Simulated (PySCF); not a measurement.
ClH9O3Si4, SMILES [SiH3]O[Si](Cl)(O[SiH3])O[SiH3].

Geometry: PBE0-D3(BJ)/def2-SVP. Other conformers were not sampled.

Method: M06-2X/def2-SVP (PySCF).

Gas-phase values at a fixed geometry.

- total energy = -1848.70805 hartree
- highest occupied level = -10.26 eV
- lowest empty level = 0.95 eV
- orbital gap = 11.21 eV
- dipole moment = 0.83 D
- quadrupole, principal values (traceless, Buckingham form, about the centre of nuclear charge) = -7.99, 2.03, 5.96 D·Å
- mean static polarisability = 99.4 bohr³ (14.73 Å³)
- polarisability, principal values = 96.5, 99.4, 102.3 bohr³
